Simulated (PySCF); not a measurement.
# A ladder of Hamiltonians for F⁵⁺ (fluorine, charge +5)

Occupied: 1s1/2, 2s1/2. Hartree-Fock calculated with PySCF 2.14 in an even-tempered Gaussian basis (20 s from 0.13 bohr⁻², ratio 2.3; 12 p from 0.16 bohr⁻², ratio 2.3), Gaussian nucleus throughout. NR is non-relativistic, sf-X2C the spin-free one-electron X2C Hamiltonian, X2C adds the bare one-electron spin-orbit term, X2C-SNSO screens it by Boettger's factors, DC is four-component Dirac-Coulomb, and the Gaunt and Breit terms are added at first order (total energies over the DC spinors, levels after relaxing the spinors in that mean field). QED terms are absent. Levels marked empty are virtual spinors of this ion.

```json
{"Hamiltonian": "NR", "E (hartree)": "-87.9340", "E − E(DC) (hartree)": "0.0932", "CPU seconds": "0.31"}
{"Hamiltonian": "sf-X2C", "E (hartree)": "-88.0222", "E − E(DC) (hartree)": "0.0050", "CPU seconds": "0.17"}
{"Hamiltonian": "X2C", "E (hartree)": "-88.0222", "E − E(DC) (hartree)": "0.0050", "CPU seconds": "0.17"}
{"Hamiltonian": "X2C-SNSO", "E (hartree)": "-88.0222", "E − E(DC) (hartree)": "0.0050", "CPU seconds": "0.17"}
{"Hamiltonian": "DC", "E (hartree)": "-88.0271", "E − E(DC) (hartree)": "0.0000", "CPU seconds": "2.4"}
{"Hamiltonian": "DC+Gaunt", "E (hartree)": "-88.0171", "E − E(DC) (hartree)": "0.0101", "CPU seconds": "4.5"}
{"Hamiltonian": "DC+Breit", "E (hartree)": "-88.0172", "E − E(DC) (hartree)": "0.0099", "CPU seconds": "39"}
```

**Question.** Give the 2p spin-orbit interval with each Hamiltonian that has one.

**Answer.** X2C 0.1317; X2C-SNSO 0.1024; DC 0.1045; DC+Gaunt 0.09301; DC+Breit 0.09302 (eV).

```
   level (eV)       NR   sf-X2C      X2C  X2C-SNSO       DC  DC+Gaunt  DC+Breit
        1s1/2  -872.55  -873.27  -873.27   -873.27  -873.38   -873.15   -873.15
        2s1/2  -154.16  -154.33  -154.33   -154.33  -154.34   -154.32   -154.32
2p1/2 (empty)  -113.49  -113.50  -113.59   -113.57  -113.57   -113.54   -113.55
2p3/2 (empty)  -113.49  -113.50  -113.45   -113.46  -113.46   -113.45   -113.45
3s1/2 (empty)  -48.562  -48.599  -48.599   -48.599  -48.601   -48.597   -48.598
```

Weight of the small component: 1s1/2 0.00100, 2s1/2 0.000169, 2p1/2 0.000147, 2p3/2 0.000147, 3s1/2 4.94e-05.

Koopmans' value for the highest occupied level at DC+Breit: 154.32 eV, against an ionisation energy of 157.16 eV (measured; NIST Atomic Spectra Database, ionization energies); the former lacks relaxation, correlation, QED and recoil.

The whole ladder took 48 s of wall time on 1 thread of Neoverse-V1 (shared host), launched as `OMP_NUM_THREADS=1 python relrun2.py TASK.json OUT` (a driver that calls PySCF for each Hamiltonian).

Dirac-Coulomb iterations, started from the X2C spinors:

```
with_ssss True, with_gaunt False, with_breit False
light speed = 137.03599967994
init E= -88.0225449379891
cycle= 1 E= -88.02712706565  delta_E= -0.00458  |g|= 0.00725  |ddm|= 0.0016
cycle= 2 E= -88.0271271178771  delta_E= -5.22e-08  |g|= 5.07e-05  |ddm|= 9.11e-05
cycle= 3 E= -88.0271271179072  delta_E= -3.02e-11  |g|= 1.14e-06  |ddm|= 9.51e-06
```
